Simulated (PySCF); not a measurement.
How methods differ on the interval between two levels of Te

Te [Kr] 4d10 5s2 5p4 [3P2, M_J = 2] → Te [Kr] 4d10 5s1 5p4 6s1 [5P3, M_J = 3], as a difference of total energies. Computed with PySCF 2.14 in x2c-SVPall-2c with one added diffuse shell each of s, p type (7s9p4d, 54 functions), with the two-component X2C-1e Hamiltonian. Correlated levels: [Ar] 3d10 frozen; the 6 highest virtual spinors dropped. "Screened" scales the spin-orbit matrix elements by Boettger's factors to mimic the two-electron term; Breit and QED terms are absent.

```csv
method,interval between two levels (cm⁻¹)
GHF (spin-free),113600
GMP2 (spin-free),113820
GHF (screened spin-orbit),113870
GMP2 (screened spin-orbit),114030
```

The labels give the starting determinants; with spin-orbit coupling the two ends relaxed to ⟨J²⟩ = 6.02, ⟨L²⟩ = 2.28, ⟨S²⟩ = 1.90 and ⟨J²⟩ = 12.02, ⟨L²⟩ = 2.06, ⟨S²⟩ = 5.99.

The promoted electron is Rydberg-like, and one or two diffuse shells describe it only roughly, which tends to raise the upper state.
